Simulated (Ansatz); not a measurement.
BH6NO2Si. Charge 0, multiplicity 1. The bonds changed during the relaxation, so this is another structure than the one it started from. The structure was optimised at the PBE0-D4/def2-TZVP level. It is one conformer, not always the lowest.

```xyz
11

B    -0.015    0.528   -1.364
Si    0.618   -0.309    0.251
N    -0.963    0.621    0.015
O     1.471    0.407    1.449
O     0.268   -1.833    0.771
H     0.405    1.598   -1.698
H    -0.521   -0.182   -2.189
H    -1.061    1.549    0.404
H    -1.859    0.155   -0.026
H     1.460   -0.035    2.302
H     0.198   -2.500    0.086
```

(1) What is the dipole moment at ωB97M-V/def2-TZVPP? (Estimate.)

(2) And with PBE, r2SCAN, B3LYP? (Estimate.)

(3) Give the Mulliken charges with ωB97M-V, B3LYP, r2SCAN in def2-TZVPP. (An estimate is asked.)

Results:

(1) Computed: 3.08 D, with components (-1.95, -1.20, 2.07) D in this frame, pointing from negative to positive charge.

(2) The calculation gave: PBE 3.12 D, r2SCAN 3.15 D, B3LYP 3.04 D.

(3) Computed: 
| atom | ωB97M-V | B3LYP | r2SCAN |
| --- | --- | --- | --- |
| B1 | -0.38 | -0.23 | -0.27 |
| Si2 | 0.53 | 0.52 | 0.57 |
| N3 | -0.15 | -0.19 | -0.16 |
| O4 | -0.39 | -0.41 | -0.43 |
| O5 | -0.39 | -0.41 | -0.43 |
| H6 | 0.08 | 0.03 | 0.00 |
| H7 | 0.07 | 0.02 | -0.01 |
| H8 | 0.13 | 0.14 | 0.15 |
| H9 | 0.12 | 0.14 | 0.15 |
| H10 | 0.18 | 0.19 | 0.20 |
| H11 | 0.19 | 0.20 | 0.22 |

B3LYP here is the variant with VWN-RPA as its local correlation; programs differ in this.
